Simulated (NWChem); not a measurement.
Molecule: MgHF; SMILES [MgH][F]

```xyz
3

Mg    -0.0009    -0.5924     0.0000
H     -0.0055    -2.2802     0.0000
F      0.0008     1.1687     0.0000
```
Atoms are numbered in this order, from 1.

Level: PBE0/def2-SVP (NWChem), optimised geometry, unscaled harmonic frequencies. 

List the harmonic frequencies with IR intensities, and the thermochemistry.


| frequency (cm⁻¹) | IR intensity (km/mol) |
|---|---|
| 301 | 317.7 |
| 735 | 35.1 |
| 1660 | 101.7 |

* **zero-point energy**: 3.9 kcal/mol
* **thermal correction to the enthalpy at 298.15 K (with zero-point energy)**: 6.5 kcal/mol
* **heat capacity Cv**: 8.4 cal/(mol K)
* **entropy at 298.15 K and 1 atm (symmetry number 1)**: 46.0 cal/(mol K)
* **dipole moment**: 1.47 D

Rigid rotor and harmonic oscillator.
